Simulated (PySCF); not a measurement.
## How good is the calculation?

Molfile (atoms numbered from 1):
```
C5H4O2
     RDKit          3D

 11 11  0  0  0  0  0  0  0  0999 V2000
   -2.6035    0.9779    0.3055 O   0  0  0  0  0  0  0  0  0  0  0  0
   -1.8777    0.1146   -0.1187 C   0  0  0  0  0  0  0  0  0  0  0  0
   -0.4304    0.0940    0.0097 C   0  0  0  0  0  0  0  0  0  0  0  0
    0.4712   -0.9017   -0.4740 C   0  0  0  0  0  0  0  0  0  0  0  0
    1.7109   -0.4848   -0.1143 C   0  0  0  0  0  0  0  0  0  0  0  0
    1.6457    0.6860    0.5508 O   0  0  0  0  0  0  0  0  0  0  0  0
    0.3652    1.0329    0.6255 C   0  0  0  0  0  0  0  0  0  0  0  0
   -2.2835   -0.7620   -0.6612 H   0  0  0  0  0  0  0  0  0  0  0  0
    0.2141   -1.7918   -1.0098 H   0  0  0  0  0  0  0  0  0  0  0  0
    2.6836   -0.9095   -0.2639 H   0  0  0  0  0  0  0  0  0  0  0  0
    0.1100    1.9469    1.1244 H   0  0  0  0  0  0  0  0  0  0  0  0
  1  2  2  0
  2  3  1  0
  3  4  1  0
  4  5  2  0
  5  6  1  0
  6  7  1  0
  7  3  2  0
  2  8  1  0
  4  9  1  0
  5 10  1  0
  7 11  1  0
M  END
```

Published estimates (parent shift plus substituent increments) and measurements: δ 1H H11 8.34; H10 7.61; H9 6.85 ppm (estimated from measurements, as parent shift plus tabulated substituent increment; solution, not stated per compound (mostly CDCl3 or CCl4); Pretsch, Buehlmann, Badertscher, Structure Determination of Organic Compounds, 4th ed. (2009)).

PySCF 2.14.0 with density-fitted response routines calculation with shielding tensors at PBE0/pcSseg-1 (GIAO) and coordinates at the GFN2-xTB level; one conformer, relativity neglected, in vacuum.

Problem. How close does the calculation come?

Solution. 
Reference values: estimated from measurements, as parent shift plus tabulated substituent increment (solution, not stated per compound (mostly CDCl3 or CCl4); Pretsch, Buehlmann, Badertscher, Structure Determination of Organic Compounds, 4th ed. (2009)).
| atoms | quantity | reference | computed | computed, scaled |
| --- | --- | --- | --- | --- |
| H11 | δ 1H | 8.34 | 8.34 | 7.95 |
| H10 | δ 1H | 7.61 | 7.54 | 7.20 |
| H9 | δ 1H | 6.85 | 6.98 | 6.67 |

Computed shifts are σ(ref) − σ with the named reference compound (TMS for H and C) calculated as an isolated molecule at the same level. The measured values may be among those fitted. Scaled to experiment by linear calibration (H and C: mostly CDCl3 data, vs TMS): 1H: δ = 30.01 − 0.943σ (rms 0.17 ppm, 504 shifts, 0.18 ppm with the 4 outliers that the fit left out). Occasional misses reach two or three times the rms, and more in compound classes unlike the fitted ones.

Problem. How far are the unscaled 1H shifts from the references?

Solution. Mean signed difference +0.02 ppm, mean absolute 0.07 ppm over 3 comparisons; the largest is +0.13 ppm at H9 (hydrogen on an aromatic CH).
